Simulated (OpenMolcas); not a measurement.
Rh3+: effect of the ligand basis

Rh3+ with 6 ligands (fluoride) in octahedral coordination (Oh) at 1.98 Å. A charge of +0.5 e stands 2.4 Å behind each ligand.

| Quantity | Value |
| --- | --- |
| Program | OpenMolcas 26.06 |
| Method | CASSCF |
| Spin-orbit coupling | RASSI with atomic mean-field integrals over the reference wave functions |

Fixed: metal basis ANO-RCC-VTZP, active space 6 electrons in 5 orbitals (4d), DKH2 Hamiltonian.

States (labels of O, the rotations of Oh). Energies in cm-1 above the lowest state or level, χT in cm3 K/mol; 10Dq and B are least-squares fits to the states below 45000 cm-1, weighted by degeneracy, with a free offset, and given where the rms deviation is under 5 % of |10Dq| (or 100 cm-1) and under 700 cm-1.

```
Run  Ligand basis  Ground state  First state of that spin   10Dq  B (rms of fit)  First gap with spin-orbit (degeneracies)  χT at 300 K  First state of another spin                      Cost
  A  ANO-RCC-VDZP           1A1                 1T1 18214  20621       816 (214)                              10153 (1, 2)        0.045                    3T1 11093   roughly 40 core-seconds
  B  ANO-RCC-VTZP           1A1                 1T1 17915  20347       811 (240)                               9863 (1, 2)        0.045                    3T1 10836  roughly 2.4 core-minutes
```

Against A, |10Dq| changes by -1.3 % in B.

Costs are those of the RASSCF and RASSI steps.

Without dynamic correlation the repulsion within the d shell is too large (B by tens of per cent), so at a given field states of lower spin stand too high. This shell can be high or low spin here, a state of another spin lies low, and with metal d orbitals alone active their balance is uncertain, so the ground spin may be wrong, although the usual error favours high spin. With metal d orbitals alone the field can be off either way by tens of per cent. Ligand-to-metal charge-transfer states are missing. With no ligand orbital active B as a rule stays too high, so bands that hang on it stand too high and its fall with covalency is understated. The least metal-like active orbital is 81 % on the metal (Löwdin) and no ligand orbital is active, so the numbers are rough (holds for A). The least metal-like active orbital is 76 % on the metal (Löwdin) and no ligand orbital is active, so the numbers are rough (holds for B). No measured value stands beside these numbers; the geometry was imposed, not optimised, and the real ion may take another.
